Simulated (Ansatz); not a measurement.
Ansatz (a first-principles code) input (CCSD(T)/def2-TZVPP):

Ansatz 0.2 input:
```yaml
crystal:
  periodic: [false, false, false]
  atoms:
    - {symbol: Re, position_ang: [0.00000000, 0.00000000, 0.00000000]}
    - {symbol: F, position_ang: [-0.00000000, -0.00000000, -1.92957506]}
    - {symbol: F, position_ang: [0.00000000, 0.00000000, 1.92957506]}
basis:
  gaussian:
    orbitals: def2-TZVPP
magnetization: {spin_polarized: true, initial_magnetization: 5}
correlation: {method: ccsd_t, electrons: outside_noble_gas}
```

End of the output:

```
integrals: 0.28 GiB planned
795 factors; integrals over basis functions are off by at most 1.0e-3 eV
mean field: 0.33 GiB planned
mean field evaluation 1: about -7523.3716 eV, gradient 2.7e1 eV
mean field evaluation 2: about -7523.3937 eV, gradient 2.7e1 eV
mean field evaluation 4: about -7526.5376 eV, gradient 4.0e0 eV
mean field evaluation 8: about -7526.7798 eV, gradient 2.5e-1 eV
mean field evaluation 16: about -7525.3667 eV, gradient 1.9e1 eV
mean field -7526.78051167 eV, -276.6040819688 hartree, gradient 1.8e-6 eV, S^2 8.762057; 0 other end points of the search recorded, 0 dependent functions left out
6 core orbitals not correlated
reference -7526.78051167 eV, -276.6040819688 hartree; 13, 8 occupied and 99, 104 virtual orbitals, 795 factors
second order -17.46330851 eV of doubles, -0.00000000 eV of singles
coupled cluster: 0.81 GiB planned
cycle   1  -16.98557297 eV  change    4.8e-1 eV  update   1.2e-1
cycle   2  -17.39200332 eV  change   -4.1e-1 eV  update   4.2e-2
cycle   3  -17.50941669 eV  change   -1.2e-1 eV  update   2.4e-2
cycle   4  -17.50267326 eV  change    6.7e-3 eV  update   7.9e-3
cycle   5  -17.49636948 eV  change    6.3e-3 eV  update   3.2e-3
cycle   6  -17.49866791 eV  change   -2.3e-3 eV  update   1.2e-3
cycle   7  -17.49926955 eV  change   -6.0e-4 eV  update   4.0e-4
cycle   8  -17.49918545 eV  change    8.4e-5 eV  update   1.5e-4
cycle   9  -17.49922223 eV  change   -3.7e-5 eV  update   5.0e-5
cycle  10  -17.49922340 eV  change   -1.2e-6 eV  update   1.6e-5
perturbative correction -0.57261960 eV, -0.0210433822 hartree
Total energy: -7544.85235467 eV, -277.2682099496 hartree
```

The spin state was set by rule; other spins were not relaxed.
